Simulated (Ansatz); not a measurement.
This geometry of CH₆N₂OSi (11 atoms, charge 0, multiplicity 1) is a first-order saddle point.

These are results of RKS LDA/6-31G* (Ansatz), not measurements.

```xyz
11
Properties=species:S:1:pos:R:3
N 0.020 1.263 0.823
C -0.062 -0.014 0.220
N -0.054 -1.073 1.151
O -1.213 -0.138 -0.762
Si 0.245 -0.305 -1.570
H -0.010 2.008 0.117
H -0.807 1.403 1.427
H -0.153 -0.723 2.111
H 0.802 -1.631 1.106
H 0.672 0.806 -2.488
H 0.627 -1.651 -2.114
```

Problem. Which two structures does it join? (They come from a converged band through this point; their orientation in space is the band's.)

Solution. No bond is made or broken. The dihedral N1–C2–N3–H8 goes from 107 to -61°.

First end point:

```xyz
11
Properties=species:S:1:pos:R:3
N 0.226 1.253 0.826
C 0.044 -0.004 0.217
N 0.191 -1.087 1.113
O -1.145 -0.222 -0.591
Si 0.218 -0.279 -1.615
H 0.282 2.016 0.141
H -0.546 1.445 1.485
H -0.717 -1.512 1.328
H 0.715 -0.821 1.951
H 0.222 0.783 -2.681
H 0.576 -1.631 -2.154
```

Last end point:

```xyz
11
Properties=species:S:1:pos:R:3
N 0.154 1.333 0.833
C -0.059 0.062 0.277
N -0.084 -0.894 1.311
O -1.180 -0.149 -0.617
Si 0.248 -0.293 -1.540
H 0.219 2.069 0.124
H -0.599 1.545 1.505
H 0.802 -0.921 1.825
H -0.352 -1.824 0.976
H 0.367 0.702 -2.663
H 0.548 -1.688 -2.010
```

Problem. How far does it lie above each of them?

Solution. 13.6 kJ/mol above the first and 23.8 kJ/mol above the second. This is the barrier of this one path; another mechanism may lie lower.

The run took 2.5 min on 1 thread of Intel(R) Xeon(R) Processor @ 2.70GHz, with other jobs on the host, peak memory 0.14 GiB.
